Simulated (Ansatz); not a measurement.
Gas-phase electronic energies from Ansatz, PBE0-D4/def2-TZVP geometries. CCSD(T)/CBS adds triple-zeta CCSD(T) − MP2 to the extrapolated MP2 energy (def2 sets, frozen cores). Functionals use def2-TZVPP. B3LYP here is the variant with VWN-RPA as its local correlation; programs differ in this. HSE06 is defined as in plane-wave codes. One conformer a species, not always the lowest.

Consider the redistribution: `CS[Si](F)(F)Cl` + `CO[SiH2]Cl` → `CS[Si](F)(Cl)Cl` + `CO[SiH2]F`.

`CS[Si](F)(F)Cl`:

Z-matrix (Å, degrees):
```
C
S 1 1.823
H 1 1.089 2 105.9
H 1 1.089 2 111.0 3 118.3
H 1 1.089 2 111.0 3 -118.3
Si 2 2.084 1 98.5 3 -179.9
F 6 1.582 2 112.0 1 58.4
F 6 1.582 2 112.1 1 -58.7
Cl 6 2.017 2 109.5 1 179.9
```

`CO[SiH2]Cl`:

Cartesian coordinates in Å:
```
C -0.052 -0.866 -1.076
O 0.595 0.246 -0.493
Si 0.255 0.835 0.984
Cl -1.685 1.513 1.080
H 0.487 -1.130 -1.986
H -1.087 -0.622 -1.335
H -0.050 -1.730 -0.403
H 1.165 1.973 1.207
H 0.372 -0.218 2.021
```

`CS[Si](F)(Cl)Cl`:

```xyz
9

C    -1.439   -0.536    0.332
S     0.142   -0.493    1.234
Si    1.339    0.395   -0.229
F     1.426   -0.498   -1.536
Cl    3.201    0.608    0.528
Cl    0.618    2.189   -0.860
H    -1.766    0.471    0.078
H    -1.362   -1.151   -0.563
H    -2.158   -0.986    1.015
```

`CO[SiH2]F`:

Cartesian coordinates in Å:
```
C -0.562 1.178 -0.433
O -0.751 -0.160 -0.024
Si 0.429 -1.166 0.454
F 1.361 -1.585 -0.774
H -0.256 1.222 -1.481
H -1.510 1.707 -0.320
H 0.195 1.684 0.177
H -0.228 -2.382 0.968
H 1.321 -0.498 1.433
```

```json
{"level": "LDA (SPW92)", "ΔE (kJ/mol)": "4.4", "difference from CCSD(T)/CBS": "-0.1"}
{"level": "PBE-D4", "ΔE (kJ/mol)": "3.5", "difference from CCSD(T)/CBS": "-1.0"}
{"level": "revPBE-D4", "ΔE (kJ/mol)": "3.1", "difference from CCSD(T)/CBS": "-1.4"}
{"level": "BLYP-D4", "ΔE (kJ/mol)": "2.6", "difference from CCSD(T)/CBS": "-1.9"}
{"level": "r2SCAN-D4", "ΔE (kJ/mol)": "6.5", "difference from CCSD(T)/CBS": "2.0"}
{"level": "B97M-V", "ΔE (kJ/mol)": "6.1", "difference from CCSD(T)/CBS": "1.6"}
{"level": "PBE0-D4", "ΔE (kJ/mol)": "4.7", "difference from CCSD(T)/CBS": "0.2"}
{"level": "B3LYP-D4", "ΔE (kJ/mol)": "3.8", "difference from CCSD(T)/CBS": "-0.7"}
{"level": "r2SCANh-D4", "ΔE (kJ/mol)": "6.6", "difference from CCSD(T)/CBS": "2.1"}
{"level": "r2SCAN0-D4", "ΔE (kJ/mol)": "6.7", "difference from CCSD(T)/CBS": "2.2"}
{"level": "HSE06-D4", "ΔE (kJ/mol)": "4.8", "difference from CCSD(T)/CBS": "0.3"}
{"level": "ωB97X-V", "ΔE (kJ/mol)": "5.4", "difference from CCSD(T)/CBS": "0.9"}
{"level": "B2PLYP", "ΔE (kJ/mol)": "5.3", "difference from CCSD(T)/CBS": "0.8"}
{"level": "PBE-QIDH", "ΔE (kJ/mol)": "5.3", "difference from CCSD(T)/CBS": "0.8"}
{"level": "PBE", "ΔE (kJ/mol)": "5.2", "difference from CCSD(T)/CBS": "0.7"}
{"level": "revPBE", "ΔE (kJ/mol)": "5.8", "difference from CCSD(T)/CBS": "1.3"}
{"level": "BLYP", "ΔE (kJ/mol)": "5.8", "difference from CCSD(T)/CBS": "1.3"}
{"level": "r2SCAN", "ΔE (kJ/mol)": "6.8", "difference from CCSD(T)/CBS": "2.3"}
{"level": "PBE0", "ΔE (kJ/mol)": "6.2", "difference from CCSD(T)/CBS": "1.7"}
{"level": "B3LYP", "ΔE (kJ/mol)": "6.6", "difference from CCSD(T)/CBS": "2.1"}
{"level": "r2SCANh", "ΔE (kJ/mol)": "7.0", "difference from CCSD(T)/CBS": "2.5"}
{"level": "r2SCAN0", "ΔE (kJ/mol)": "7.2", "difference from CCSD(T)/CBS": "2.7"}
{"level": "HSE06", "ΔE (kJ/mol)": "6.2", "difference from CCSD(T)/CBS": "1.7"}
{"level": "BHLYP", "ΔE (kJ/mol)": "7.6", "difference from CCSD(T)/CBS": "3.1"}
{"level": "CAM-B3LYP", "ΔE (kJ/mol)": "6.7", "difference from CCSD(T)/CBS": "2.2"}
{"level": "LC-ωPBE", "ΔE (kJ/mol)": "6.1", "difference from CCSD(T)/CBS": "1.6"}
{"level": "RPA@PBE/def2-TZVPP", "ΔE (kJ/mol)": "5.3", "difference from CCSD(T)/CBS": "0.8"}
{"level": "HF/def2-SVP", "ΔE (kJ/mol)": "7.1", "difference from CCSD(T)/CBS": "2.6"}
{"level": "MP2/def2-SVP", "ΔE (kJ/mol)": "1.4", "difference from CCSD(T)/CBS": "-3.1"}
{"level": "CCSD/def2-SVP", "ΔE (kJ/mol)": "3.5", "difference from CCSD(T)/CBS": "-1.0"}
{"level": "CCSD(T)/def2-SVP", "ΔE (kJ/mol)": "2.8", "difference from CCSD(T)/CBS": "-1.7"}
{"level": "HF/def2-TZVPP", "ΔE (kJ/mol)": "10.4", "difference from CCSD(T)/CBS": "5.9"}
{"level": "MP2/def2-TZVPP", "ΔE (kJ/mol)": "2.8", "difference from CCSD(T)/CBS": "-1.7"}
{"level": "SCS-MP2/def2-TZVPP", "ΔE (kJ/mol)": "3.9", "difference from CCSD(T)/CBS": "-0.6"}
{"level": "CCSD/def2-TZVPP", "ΔE (kJ/mol)": "6.8", "difference from CCSD(T)/CBS": "2.3"}
{"level": "MP2/def2-QZVPP", "ΔE (kJ/mol)": "2.1", "difference from CCSD(T)/CBS": "-2.4"}
{"level": "SCS-MP2/def2-QZVPP", "ΔE (kJ/mol)": "3.5", "difference from CCSD(T)/CBS": "-1.0"}
{"level": "HF/CBS(def2)", "ΔE (kJ/mol)": "10.7", "difference from CCSD(T)/CBS": "6.2"}
{"level": "MP2/CBS(def2)", "ΔE (kJ/mol)": "1.5", "difference from CCSD(T)/CBS": "-3.0"}
{"level": "CCSD/CBS(def2)", "ΔE (kJ/mol)": "5.6", "difference from CCSD(T)/CBS": "1.1"}
{"level": "CCSD(T)/CBS", "ΔE (kJ/mol)": "4.5", "difference from CCSD(T)/CBS": "0"}
```

Largest T1 diagnostic among the species: 0.011.

Leaving LDA and LC-ωPBE aside and taking each functional with its dispersion term where it has one, the values spread over 4.2 kJ/mol, from BLYP-D4 to r2SCAN0-D4. In def2-TZVPP, CCSD(T) changes the Hartree–Fock value by −4.7 kJ/mol (the triples alone add −1.1 kJ/mol) and MP2 by −7.7 kJ/mol.
